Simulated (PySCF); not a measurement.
# Adding and removing an electron: SrTl

ROHF-CCSD(T); basis Sr def2-SVP with ECP28, Tl def2-SVP with ECP60; scalar-relativistic core potentials; PySCF 2.14. Neutral (ROHF): doublet (π ↑), Re = 3.516 Å, ωe = 75.5 cm⁻¹, De = 0.37 eV.

SrTl⁺ (RHF): singlet (closed shell), Re = 3.820 Å, ωe = 71.4 cm⁻¹. The energies at the minima are -202.02311 hartree for SrTl and -201.85854 for SrTl⁺.

Task: Work out the adiabatic ionisation energy, without and with harmonic zero-point energies (1 hartree = 27.2114 eV, 1 eV = 8065.5 cm⁻¹), and the change of the bond length.

Result: At CCSD(T): 0.16457 hartree = 4.478 eV between the minima; the zero-point term (71.4 − 75.5)/2 cm⁻¹ = -0.000 eV makes it 4.478 eV. Re changes by +30.4 pm against the neutral. The electron leaves a π orbital, and the longer bond of the ion fits a bonding orbital, or a change in how ionic the bond is.

Correlated steps freeze 4 core orbitals. Weak bonds: SrTl. Basis-set superposition, not corrected here, can be much of De in a small basis, most of all at correlated wavefunction levels. Spin–orbit coupling is left out, which matters for elements this heavy, above all for dissociation energies. States were picked by a PBE0 search and need not be the measured ground states.
